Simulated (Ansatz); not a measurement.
Born–Oppenheimer molecular dynamics of a periodic cell of 14 atoms, H$_{9}$ClO$_{4}$ (contents 4 H2O + 1 HCl, density as packed 0.96 g/cm³ with natural masses). It starts from a partly relaxed structure (largest force component 0.18 eV/Å).

All numbers below come from DFT r2SCAN-D3(BJ), scalar-relativistic, plane waves, PAW in Ansatz 0.2.0. Settings: cutoff 500 eV, k mesh 1x1x1, fermi-dirac smearing 0.05 eV, no spin polarisation.

| Item | Value |
| --- | --- |
| ensemble | NVT, Langevin thermostat |
| time step | 0.5 fs |
| steps asked | 30 |
| set temperature | 1500 K |
| friction | 0.02 /fs |
| seed | 790962 |

Frames 0.5 fs apart, positions in Å.

Velocities at 5.0 fs (Å/ps):

```
O 0.97 0.77 2.17
H -10.61 10.97 52.21
H -14.38 -5.51 14.31
O 11.97 -1.22 -11.47
H 47.27 -28.00 -20.85
H -28.15 -0.03 26.36
O -1.03 -4.26 5.11
H 12.39 -21.10 19.04
H -33.10 -16.40 -65.02
O -9.77 7.86 3.71
H 13.32 -6.94 -12.89
H 8.46 -37.39 -33.90
Cl 2.61 2.93 0.76
H -52.40 -22.04 4.60
```

```xyz
14
Lattice="5.7297 0.0000 0.0000 0.0000 5.7297 0.0000 0.0000 0.0000 5.7297" Properties=species:S:1:pos:R:3 time_fs=5.0 energy_less_start_eV=1.150 T=856
O 3.856 1.813 0.587
H 3.985 0.894 0.180
H 4.705 2.129 0.920
O 4.197 5.235 4.726
H 3.882 4.342 5.009
H 3.575 5.394 3.949
O 2.960 -0.103 2.318
H 3.512 0.663 1.952
H 2.018 -0.516 2.029
O -0.183 4.381 1.756
H -1.152 4.488 1.735
H 0.012 4.178 0.767
Cl 1.278 3.187 4.309
H 0.416 3.566 3.408
14
Lattice="5.7297 0.0000 0.0000 0.0000 5.7297 0.0000 0.0000 0.0000 5.7297" Properties=species:S:1:pos:R:3 time_fs=5.5 energy_less_start_eV=1.293 T=728
O 3.857 1.814 0.588
H 3.981 0.902 0.206
H 4.697 2.126 0.927
O 4.203 5.235 4.721
H 3.905 4.332 4.998
H 3.561 5.395 3.962
O 2.959 -0.105 2.321
H 3.514 0.652 1.961
H 2.006 -0.521 1.996
O -0.188 4.385 1.757
H -1.147 4.486 1.730
H 0.016 4.161 0.754
Cl 1.279 3.189 4.309
H 0.391 3.556 3.409
14
Lattice="5.7297 0.0000 0.0000 0.0000 5.7297 0.0000 0.0000 0.0000 5.7297" Properties=species:S:1:pos:R:3 time_fs=6.0 energy_less_start_eV=1.367 T=656
O 3.857 1.815 0.589
H 3.979 0.911 0.229
H 4.689 2.125 0.933
O 4.209 5.235 4.715
H 3.929 4.325 4.989
H 3.550 5.398 3.978
O 2.958 -0.108 2.323
H 3.508 0.639 1.967
H 2.003 -0.521 1.964
O -0.192 4.388 1.759
H -1.144 4.486 1.728
H 0.019 4.147 0.752
Cl 1.280 3.190 4.309
H 0.366 3.548 3.410
14
Lattice="5.7297 0.0000 0.0000 0.0000 5.7297 0.0000 0.0000 0.0000 5.7297" Properties=species:S:1:pos:R:3 time_fs=6.5 energy_less_start_eV=1.362 T=695
O 3.858 1.815 0.589
H 3.979 0.921 0.247
H 4.681 2.127 0.937
O 4.215 5.235 4.709
H 3.953 4.322 4.979
H 3.542 5.403 3.994
O 2.957 -0.111 2.326
H 3.497 0.626 1.969
H 2.011 -0.514 1.935
O -0.197 4.392 1.760
H -1.141 4.485 1.726
H 0.023 4.135 0.757
Cl 1.281 3.192 4.310
H 0.343 3.537 3.412
14
Lattice="5.7297 0.0000 0.0000 0.0000 5.7297 0.0000 0.0000 0.0000 5.7297" Properties=species:S:1:pos:R:3 time_fs=7.0 energy_less_start_eV=1.312 T=737
O 3.859 1.815 0.589
H 3.982 0.932 0.262
H 4.673 2.130 0.943
O 4.222 5.235 4.703
H 3.978 4.321 4.968
H 3.532 5.408 4.013
O 2.955 -0.113 2.328
H 3.485 0.614 1.972
H 2.028 -0.503 1.908
O -0.201 4.396 1.761
H -1.138 4.483 1.727
H 0.026 4.127 0.768
Cl 1.282 3.193 4.311
H 0.323 3.525 3.414
14
Lattice="5.7297 0.0000 0.0000 0.0000 5.7297 0.0000 0.0000 0.0000 5.7297" Properties=species:S:1:pos:R:3 time_fs=7.5 energy_less_start_eV=1.232 T=824
O 3.861 1.815 0.589
H 3.987 0.942 0.272
H 4.670 2.133 0.955
O 4.228 5.235 4.696
H 4.002 4.324 4.955
H 3.520 5.413 4.034
O 2.953 -0.117 2.330
H 3.471 0.600 1.972
H 2.049 -0.487 1.885
O -0.206 4.399 1.762
H -1.135 4.483 1.728
H 0.029 4.119 0.785
Cl 1.283 3.194 4.311
H 0.303 3.514 3.419
14
Lattice="5.7297 0.0000 0.0000 0.0000 5.7297 0.0000 0.0000 0.0000 5.7297" Properties=species:S:1:pos:R:3 time_fs=8.0 energy_less_start_eV=1.089 T=935
O 3.862 1.816 0.588
H 3.994 0.945 0.278
H 4.672 2.135 0.968
O 4.236 5.236 4.690
H 4.026 4.331 4.940
H 3.507 5.418 4.053
O 2.951 -0.121 2.332
H 3.457 0.583 1.968
H 2.078 -0.465 1.865
O -0.210 4.403 1.764
H -1.135 4.486 1.730
H 0.031 4.111 0.809
Cl 1.284 3.195 4.310
H 0.287 3.502 3.427
14
Lattice="5.7297 0.0000 0.0000 0.0000 5.7297 0.0000 0.0000 0.0000 5.7297" Properties=species:S:1:pos:R:3 time_fs=8.5 energy_less_start_eV=0.918 T=1025
O 3.863 1.816 0.588
H 4.000 0.944 0.279
H 4.674 2.135 0.980
O 4.243 5.237 4.685
H 4.051 4.338 4.924
H 3.495 5.421 4.070
O 2.947 -0.126 2.334
H 3.442 0.569 1.957
H 2.114 -0.437 1.847
O -0.215 4.406 1.765
H -1.142 4.495 1.733
H 0.033 4.104 0.837
Cl 1.285 3.196 4.309
H 0.273 3.490 3.440
14
Lattice="5.7297 0.0000 0.0000 0.0000 5.7297 0.0000 0.0000 0.0000 5.7297" Properties=species:S:1:pos:R:3 time_fs=9.0 energy_less_start_eV=0.790 T=1072
O 3.863 1.817 0.588
H 4.005 0.944 0.275
H 4.674 2.135 0.993
O 4.250 5.239 4.680
H 4.076 4.344 4.907
H 3.482 5.422 4.087
O 2.944 -0.131 2.335
H 3.426 0.559 1.943
H 2.154 -0.406 1.835
O -0.220 4.408 1.765
H -1.152 4.508 1.738
H 0.033 4.099 0.866
Cl 1.287 3.197 4.309
H 0.262 3.481 3.455
14
Lattice="5.7297 0.0000 0.0000 0.0000 5.7297 0.0000 0.0000 0.0000 5.7297" Properties=species:S:1:pos:R:3 time_fs=9.5 energy_less_start_eV=0.760 T=1105
O 3.863 1.818 0.587
H 4.013 0.941 0.268
H 4.670 2.133 1.008
O 4.257 5.242 4.675
H 4.101 4.349 4.892
H 3.470 5.424 4.106
O 2.939 -0.137 2.337
H 3.408 0.551 1.925
H 2.194 -0.372 1.828
O -0.225 4.411 1.765
H -1.164 4.521 1.744
H 0.031 4.096 0.894
Cl 1.289 3.198 4.308
H 0.257 3.472 3.471
14
Lattice="5.7297 0.0000 0.0000 0.0000 5.7297 0.0000 0.0000 0.0000 5.7297" Properties=species:S:1:pos:R:3 time_fs=10.0 energy_less_start_eV=0.846 T=1104
O 3.862 1.819 0.585
H 4.025 0.935 0.259
H 4.662 2.131 1.021
O 4.263 5.244 4.670
H 4.126 4.353 4.882
H 3.457 5.426 4.130
O 2.935 -0.142 2.339
H 3.389 0.547 1.903
H 2.232 -0.340 1.821
O -0.230 4.413 1.765
H -1.180 4.534 1.749
H 0.029 4.093 0.921
Cl 1.292 3.199 4.307
H 0.258 3.463 3.489
14
Lattice="5.7297 0.0000 0.0000 0.0000 5.7297 0.0000 0.0000 0.0000 5.7297" Properties=species:S:1:pos:R:3 time_fs=10.5 energy_less_start_eV=1.007 T=1069
O 3.862 1.821 0.583
H 4.038 0.926 0.250
H 4.653 2.129 1.030
O 4.270 5.247 4.667
H 4.153 4.352 4.877
H 3.446 5.431 4.156
O 2.931 -0.148 2.341
H 3.371 0.546 1.878
H 2.262 -0.310 1.810
O -0.236 4.417 1.765
H -1.196 4.549 1.753
H 0.026 4.085 0.946
Cl 1.293 3.199 4.305
H 0.264 3.453 3.507
```

Of the whole run (15 fs, mean temperature of the second half 1035 K): The mean temperature of the second half is 31 % below the set value. A run of 0.015 ps of so small a system gives no equilibrium averages. Limits of this set-up: coarse k mesh.

Run time: 6.4 min on 1 thread of Arm Neoverse V2 (shared host), peak memory 0.69 GiB.
